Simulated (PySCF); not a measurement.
SMILES CS[SiH2][GeH3], singlet, GFN2-xTB optimised geometry.

```
12

C      1.59    -1.33     0.00
S     -0.23    -1.33     0.00
Si    -0.60     0.78     0.00
Ge     0.71     1.86    -1.62
H      1.91    -2.37    -0.06
H      1.96    -0.78    -0.87
H      1.96    -0.89     0.92
H     -2.03     0.86    -0.25
H     -0.28     1.29     1.34
H      1.09     1.05    -2.82
H      0.05     3.08    -2.19
H      2.03     2.37    -1.11
```

Density from PBE/def2-TZVP (PySCF) at that geometry.

Minimum of the electron density along straight lines between bonded atoms, close to the bond critical point (lines longer than 1.1 times the sum of covalent radii, or with two minima, are not listed):

```tsv
bond	length / Å	ρ at the minimum / e bohr⁻³	∇²ρ there / e bohr⁻⁵	position (fraction from the first atom)
C1–S2	1.820	0.174	[?]	0.47
S2–Si3	2.142	[?]	0.08	0.64
Si3–Ge4	2.341	0.092	-0.15	0.44
C1–H5	1.085	0.281	-0.96	0.65
C1–H6	1.089	0.279	-0.95	0.65
C1–H7	1.086	0.281	-0.96	0.65
Si3–H8	1.455	0.126	0.18	0.50
Si3–H9	1.465	0.124	[?]	0.50
Ge4–H10	1.500	0.139	0.08	0.60
Ge4–H11	1.496	0.140	0.09	0.60
Ge4–H12	1.502	0.139	0.08	0.60
```

Question: Some entries are withheld; supply them.

Answer: 
- C1–S2, ∇²ρ there / e bohr⁻⁵: -0.26
- S2–Si3, ρ at the minimum / e bohr⁻³: 0.099
- Si3–H9, ∇²ρ there / e bohr⁻⁵: 0.16
